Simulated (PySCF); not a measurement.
Cl5W, SMILES [Cl][W-]([Cl])([Cl])([Cl])[Cl] (connectivity only; charge and spin as stated), charge -1, multiplicity 3.

Geometry optimised at B3LYP-D3(BJ)/def2-SVPD. The spin state was assumed, not searched. The def2 effective core potentials stand for the cores of W; spin–orbit coupling is left out.

Computed with B3LYP/def2-SVPD (PySCF).

The molecule is in vacuum.

The total energy comes out as -2367.83349 hartree, the point group is D3h and the α spin, highest occupied and lowest empty level comes out as -2.21 and 0.45 eV. The β spin, highest occupied and lowest empty level is -4.03 and 1.06 eV. The dipole moment about the centre of nuclear charge comes out as 0.00 D and the mean static polarisability comes out as 132.9 bohr³ (19.70 Å³). The polarisability, principal values is 123.5, 123.5, 151.9 bohr³ and the ⟨S²⟩ is 2.010 (pure state 2.00).
